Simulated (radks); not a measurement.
Values are calculated unless marked as measured or tabulated.
The molybdenum ion Mo3+, 39 electrons, occupied as [Kr] 4d2 5s1 (not the ground configuration).

Code: a radial shooting solver on a logarithmic mesh with Libxc functionals. Model: Dirac Kohn-Sham, BLYP, spin-unpolarised, spherical densities, finite nucleus; open shells are shared between the two j in proportion to 2j + 1; Fermi nuclear charge, rms radius 4.4091 fm.

Energy parts (eV):
total: -110141.698
kinetic: 114216.748
electron-nucleus: -264662.813
Hartree: 43652.404
exchange-correlation: -3348.038

Orbitals (lengths in bohr, moments of r in powers of bohr; <r^-3> diverges for s and p1/2):
[
 {"orbital": "1s1/2", "occ.": "2", "eigenvalue (eV)": "-19853.89", "<r>": "0.03517", "<r^-3>": "-", "<r^4>": "7.207e-06", "small-component weight": "2.35e-02"},
 {"orbital": "2s1/2", "occ.": "2", "eigenvalue (eV)": "-2836.365", "<r>": "0.1534", "<r^-3>": "-", "<r^4>": "0.001333", "small-component weight": "4.81e-03"},
 {"orbital": "2p1/2", "occ.": "2", "eigenvalue (eV)": "-2612.685", "<r>": "0.1307", "<r^-3>": "-", "<r^4>": "0.0008856", "small-component weight": "4.82e-03"},
 {"orbital": "2p3/2", "occ.": "4", "eigenvalue (eV)": "-2506.070", "<r>": "0.1353", "<r^-3>": "2398", "<r^4>": "0.0009915", "small-component weight": "4.66e-03"},
 {"orbital": "3s1/2", "occ.": "2", "eigenvalue (eV)": "-513.7746", "<r>": "0.4287", "<r^-3>": "-", "<r^4>": "0.06885", "small-component weight": "1.28e-03"},
 {"orbital": "3p1/2", "occ.": "2", "eigenvalue (eV)": "-428.6909", "<r>": "0.4233", "<r^-3>": "-", "<r^4>": "0.07131", "small-component weight": "1.23e-03"},
 {"orbital": "3p3/2", "occ.": "4", "eigenvalue (eV)": "-411.1242", "<r>": "0.4339", "<r^-3>": "400.3", "<r^4>": "0.07837", "small-component weight": "1.19e-03"},
 {"orbital": "3d3/2", "occ.": "4", "eigenvalue (eV)": "-260.6624", "<r>": "0.4130", "<r^-3>": "58.43", "<r^4>": "0.08175", "small-component weight": "1.07e-03"},
 {"orbital": "3d5/2", "occ.": "6", "eigenvalue (eV)": "-257.3337", "<r>": "0.4165", "<r^-3>": "55.71", "<r^4>": "0.08428", "small-component weight": "1.06e-03"},
 {"orbital": "4s1/2", "occ.": "2", "eigenvalue (eV)": "-100.4710", "<r>": "1.089", "<r^-3>": "-", "<r^4>": "2.690", "small-component weight": "3.00e-04"},
 {"orbital": "4p1/2", "occ.": "2", "eigenvalue (eV)": "-75.7499", "<r>": "1.181", "<r^-3>": "-", "<r^4>": "3.921", "small-component weight": "2.57e-04"},
 {"orbital": "4p3/2", "occ.": "4", "eigenvalue (eV)": "-73.0841", "<r>": "1.208", "<r^-3>": "60.96", "<r^4>": "4.292", "small-component weight": "2.47e-04"},
 {"orbital": "4d3/2", "occ.": "0.8", "eigenvalue (eV)": "-36.2856", "<r>": "1.557", "<r^-3>": "5.557", "<r^4>": "13.89", "small-component weight": "1.53e-04"},
 {"orbital": "4d5/2", "occ.": "1.2", "eigenvalue (eV)": "-35.9762", "<r>": "1.568", "<r^-3>": "5.285", "<r^4>": "14.28", "small-component weight": "1.51e-04"},
 {"orbital": "5s1/2", "occ.": "1", "eigenvalue (eV)": "-28.5695", "<r>": "2.640", "<r^-3>": "-", "<r^4>": "86.78", "small-component weight": "6.61e-05"}
]

The highest occupied level is 5s1/2 at -28.569 eV. The electron density at the nucleus is 9.092e+04 e/bohr^3.
